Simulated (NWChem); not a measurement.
System: C₂H₃F₂NSi; SMILES F[SiH](CC#N)F

```xyz
9

N     -0.3350    -2.9623    -0.2717
C      0.1709    -1.9835     0.0952
C      0.7769    -0.7250     0.5099
Si    -0.0427     0.7571    -0.3262
F     -1.5004     0.9710     0.2983
F      0.8449     2.0401     0.0430
H      0.6998    -0.6114     1.5988
H      1.8458    -0.7274     0.2598
H     -0.1414     0.6192    -1.7898
```
Atoms are numbered in this order, from 1.

Level: B3LYP/6-31G* (spherical d) (NWChem), optimised geometry, unscaled harmonic frequencies. 

```csv
frequency (cm⁻¹),IR intensity (km/mol)
53,9.3
107,9.1
227,1.3
263,21.3
342,21.1
384,0.4
477,2.3
697,1.0
756,95.1
841,17.6
865,10.0
916,215.4
969,12.7
1008,202.8
1188,6.0
1236,57.5
1464,12.8
2346,103.3
2363,18.8
3055,2.6
3101,0.0
```

- zero-point energy: 32.4 kcal/mol
- thermal correction to the enthalpy at 298.15 K (with zero-point energy): 37.2 kcal/mol
- heat capacity Cv: 22.3 cal/(mol K)
- entropy at 298.15 K and 1 atm (symmetry number 1): 83.3 cal/(mol K)
- dipole moment: 2.88 D

Rigid rotor and harmonic oscillator; modes under 100 cm⁻¹ make the entropy uncertain.
